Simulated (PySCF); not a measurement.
C5H4NO: g tensor and hyperfine couplings

C5H4NO (doublet state).
Cartesian coordinates in Å at the GFN2-xTB level; atoms count from 1:
```
atom  x, y, z in Å
N1    -2.7546    1.9687    0.1494
C2    -1.7461    1.3962    0.1342
C3    -0.5878    0.6694    0.0963
C4    -0.4447   -0.7806   -0.2559
C5     1.0373   -0.9400   -0.1110
C6     1.5541    0.2365    0.2521
O7     0.6254    1.2138    0.3855
H8    -0.7982   -1.0012   -1.2712
H9    -1.0120   -1.4338    0.4194
H10    1.5651   -1.8560   -0.2781
H11    2.5670    0.5298    0.4534
```

As a line formula: `N#C[C]1CC=CO1` [radical].

Method: UKS B3LYP, pcH-1 on C H N O, non-relativistic, mean-field spin-orbit, GIAO in PySCF. Isolated species at its GFN2-xTB geometry, gas phase. A GFN2-xTB geometry isn't a minimum of the functional, and hyperfine couplings can be far from their values at a DFT geometry. The SCF solution wasn't tested for stability.

- g1, g2, g3: 2.00213, 2.00362, 2.00407
- g_iso: 2.00328
- Form of g: rhombic: the two nearest values differ by 23 % of g3 − g1
- ⟨S²⟩: 0.7618 (exact 0.7500)
- α and β electrons: 25, 24
- HOMO–LUMO gap, α and β orbitals: 5.25, 4.62 eV
- Basis functions: 215

Hyperfine couplings atom by atom, in 10⁻⁴ cm⁻¹; T1 to T3 are the principal values of the dipolar part (1 × 10⁻⁴ cm⁻¹ = 2.998 MHz):

| atom | isotope | a_iso | T1 | T2 | T3 | Mulliken spin population |
| --- | --- | --- | --- | --- | --- | --- |
| N1 | 14N | 2.7 | -5.4 | -4.2 | 9.5 | 0.33 |
| C2 | 13C | -17.9 | -4.9 | -0.9 | 5.8 | -0.16 |
| C3 | 13C | 20.7 | -20.1 | -19.8 | 39.9 | 0.66 |
| C4 | 13C | -10.8 | -0.5 | 0.0 | 0.5 | -0.08 |
| C5 | 13C | 2.8 | -2.6 | -1.8 | 4.4 | 0.09 |
| C6 | 13C | -3.2 | -2.8 | 1.0 | 1.8 | -0.05 |
| O7 | 17O | -5.6 | -18.3 | 8.7 | 9.6 | 0.10 |
| H8 | 1H | 43.4 | -1.3 | -0.8 | 2.1 | 0.05 |
| H9 | 1H | 43.2 | -1.3 | -0.8 | 2.1 | 0.05 |
| H10 | 1H | -2.4 | -1.4 | -0.5 | 1.9 | 0.00 |
| H11 | 1H | 0.2 | -0.8 | -0.5 | 1.3 | 0.00 |

The Mulliken spin populations are largest on C3 (+0.66), N1 (+0.33), C2 (-0.16) and O7 (+0.10). The positive populations add up to 1.30 and the negative ones to -0.30, together 2S = 1. The angles at C3 add up to 360.0°, so it is planar.

Axes: g2 points within 2° of the C3–O7 bond.

Under fast tumbling the dipolar parts average out, and these isotropic splittings remain: 2 × 1H (H8/H9, I = 1/2, 3 lines) with 4.63 mT, 1 × 14N (N1, I = 1, 3 lines) with 0.29 mT and 1 × 1H (H10, I = 1/2, 2 lines) with 0.26 mT.

Nuclei that the bonding pattern makes equivalent are averaged, as if the motion that swaps them (rotation, inversion, ring flip) were fast.

The 13C coupling of C3 (62.2 MHz) shows only in satellite lines or after enrichment, since that isotope makes up about 1.07 % of natural carbon.

The 17O coupling of O7 (-16.9 MHz) shows only in satellite lines or after enrichment, since that isotope makes up about 0.038 % of natural oxygen.

The spin density at the nucleus, in bohr⁻³, is negative for C2 (-0.0477), C4 (-0.0289) and C6 (-0.0086), for instance. A restricted open-shell determinant has no negative spin density anywhere; here it arises because α and β orbitals differ (spin polarisation).
